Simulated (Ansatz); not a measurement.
CH5Ge (SMILES [CH2][GeH3]) moved off its minimum; all values from Ansatz (a quantum-chemistry and plane-wave program), cores frozen in correlated methods. Open shells are unrestricted.
(charge 0, multiplicity 2)
```xyz
7

C      1.56730    -0.13972     0.01456
Ge    -0.29257     0.02369    -0.02622
H      2.22549     0.58142    -0.03627
H      2.05570    -1.21314     0.09203
H     -0.96292    -0.38273     1.33312
H     -0.73211     1.49578    -0.29235
H     -0.96627    -0.84714    -1.20076
```

| level | largest force (eV/Å) | on atom | rms difference from CCSD(T)/cc-pVTZ (eV/Å) | dipole (D) |
|---|---|---|---|---|
| HF/def2-TZVPP | 6.56 | C1 | 0.151 | 0.97 |
| PBE/def2-TZVPP | 6.44 | C1 | 0.175 | 0.75 |
| r2SCAN/def2-TZVPP | 6.44 | C1 | 0.139 | 0.82 |
| B3LYP/def2-TZVPP | 6.37 | C1 | 0.077 | 0.80 |
| wB97M-V/def2-TZVPP | 6.42 | C1 | 0.115 | 0.83 |
| MP2/cc-pVTZ | 6.50 | C1 | 0.079 | 0.90 |
| CCSD(T)/cc-pVTZ | 6.39 | C1 | 0.000 | 0.86 |

The differences count from one level among others, with limits of its own. Forces at CCSD(T)/cc-pVTZ (eV/Å):

```
atom      Fx      Fy      Fz
----  ------  ------  ------
C1    -0.850  -6.321   0.428
Ge2   -2.183   0.076  -0.456
H3     3.273   3.822  -0.262
H4    -1.068   2.262  -0.148
H5     0.205  -0.049  -0.296
H6     0.160  -0.151   0.031
H7     0.463   0.361   0.703
```
